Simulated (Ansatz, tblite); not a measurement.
Isomers of Ga$_{3}$Sb$_{2}$⁺ (singlet), found by a short tight-binding search and relaxed with r2SCAN-D4/def2-SVP in Ansatz.

In the def2 sets Sb takes a core potential; there is no spin–orbit coupling. The xTB rows come from tblite. Correlated methods freeze 35 core orbitals; core or outer-core shells of Ga, Sb are correlated, in sets that lack core-valence functions.

Run but left out: HF/def2-SVP (A: restricted singlet, unstable towards broken spin symmetry); HF/def2-TZVP (A: restricted singlet, unstable in another Hartree–Fock run and untested here).

A: The restricted singlet is unstable towards broken spin symmetry in Hartree–Fock (as tested in another run); at LDA (SPW92)/def2-TZVP, PBE-D4/def2-TZVP, r2SCAN-D4/def2-TZVP, PBE0-D4/def2-TZVP this wasn't settled. At CCSD(T)/def2-SVP the restricted singlet (for correlated methods, its reference) is unstable: a solution with broken spin symmetry lies lower. B: The restricted singlet is unstable towards broken spin symmetry in Hartree–Fock (as tested in another run); at LDA (SPW92)/def2-TZVP, PBE-D4/def2-TZVP, r2SCAN-D4/def2-TZVP, PBE0-D4/def2-TZVP this wasn't settled. At CCSD(T)/def2-SVP the restricted singlet (for correlated methods, its reference) is unstable: a solution with broken spin symmetry lies lower. C: At CCSD(T)/def2-SVP the restricted singlet (for correlated methods, its reference) is unstable: a solution with broken spin symmetry lies lower.

Other spin states were run for one of them alone.

A:

```tsv
atom	x (Å)	y (Å)	z (Å)
Ga1	-1.5283	1.3262	0.7903
Ga2	1.7112	1.0010	-1.4022
Ga3	0.1361	-2.1395	0.3502
Sb4	0.7519	0.1780	1.4368
Sb5	-1.0708	-0.3657	-1.1752
```

B:

```xyz
5

Ga   -1.591   -0.129    0.204
Ga    0.394    0.891   -1.278
Ga    1.188   -0.756    1.065
Sb    0.019    1.772    1.247
Sb   -0.010   -1.778   -1.238
```

C:

Cartesian coordinates in Å:
```
Ga 0.5247 -0.1018 2.2302
Ga 0.2050 -1.3254 -2.8094
Ga -0.8495 1.9058 1.3978
Sb 1.1871 0.4427 -0.6466
Sb -1.0673 -0.9212 -0.1720
```

Problem. Estimate which lies lowest at each level, and how far above it the others are (kcal/mol).

Solution. 
```tsv
level	A	B	C
GFN1-xTB	25.7	35.8	0.0
GFN2-xTB	38.2	58.4	0.0
LDA (SPW92)/def2-TZVP	5.9	8.3	0.0
PBE-D4/def2-TZVP	7.1	13.4	0.0
r2SCAN-D4/def2-TZVP	5.4	8.7	0.0
PBE0-D4/def2-TZVP	6.5	12.2	0.0
MP2/def2-SVP	0.0	4.2	1.6
CCSD/def2-SVP	5.9	12.1	0.0
CCSD(T)/def2-SVP	4.1	8.2	0.0
```
Point groups (tolerance 0.1 Å): A not assigned, B C2v, C Cs. Lower isomers may exist.
